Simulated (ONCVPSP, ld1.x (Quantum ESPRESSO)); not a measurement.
**Potentials for oxygen compared**

Generated with ld1.x 7.5 (TM, RRKJ, ultrasoft, PAW), atompaw 4.2 or ONCVPSP 4.0.1. The cutoff is in Ry: for ld1.x and atompaw files where the sum of valence levels is converged to 10 mRy in a Bessel basis, for ONCV files where the hardest occupied wave has 1 mHa per electron of residual kinetic energy. The error is the largest all-electron minus pseudo excitation energy over each file’s own four to seven test configurations (ionisations up to +4, promotions, holes and added fractions of an electron), all of which were solved. The labels leave out finer settings (local radius, basis sizes, second energies), which also bear on the numbers. Spin-polarised tests are not counted. The rows are a selection from randomly drawn settings: files with unsolved tests, undetermined cutoffs or missed reference levels are left out.

A true bound ghost makes a file unfit for plane-wave use even where its test errors are small: the radial tests pick states by their node count and pass the ghost by.

```csv
potential,cutoff (Ry),largest error (meV),bound ghosts
"ONCV, PBE, scalar-relativistic, rc 0.60/1.25 (sp), local smoothed, core correction no, reference 2s1 2p5, qcut 12.2/12.9, projectors 1/2",1040,+150,none
"TM, PBE, non-relativistic, rc 0.70/1.20/1.05 (spd), local s, core correction yes, reference 2s2 2p3",120,+858,none
"ONCV, LDA (Perdew-Zunger), scalar-relativistic, rc 0.75/1.65/1.60 (spd), local smoothed, core correction no, reference 2s2 2p3.75, qcut 7.8/10.5/6.8, projectors 1/2/2",153,+205,none
"ONCV, revPBE, scalar-relativistic, rc 0.70/1.30 (sp), local smoothed, core correction yes, reference 2s2 2p4, qcut 9.8/8.2, projectors 2/2",84,+2117,none
"ONCV, PBE, scalar-relativistic, rc 0.65/2.15/2.30 (spd), local smoothed, core correction no, reference 2s2 2p3.5, qcut 13/6.7/3.7, projectors 2/1/2",86,+2830,d
"ONCV, PBE, scalar-relativistic, rc 0.60/1.05 (sp), local smoothed, core correction yes, reference 2s1.75 2p4.25, qcut 12.3/6.8, projectors 2/2",367,+140,s
```

Problem. Fill in the row for O: ONCV, PBE, fully relativistic, rc 0.80/1.10/1.00 (spd), local smoothed, core correction yes, reference 2s1 2p5, qcut 9.2/15.7/10.8, projectors 2/2/2.

Solution. cutoff 118 Ry, largest error +288 meV, bound ghosts: none.

Problem. Fill in the row for O: ONCV, PW91, non-relativistic, rc 1.00/1.20/1.25 (spd), local smoothed, core correction yes, reference 2s2 2p4, qcut 7.5/11.1/9.1, projectors 2/3/2.

Solution. cutoff 81 Ry, largest error +427 meV, bound ghosts: none.
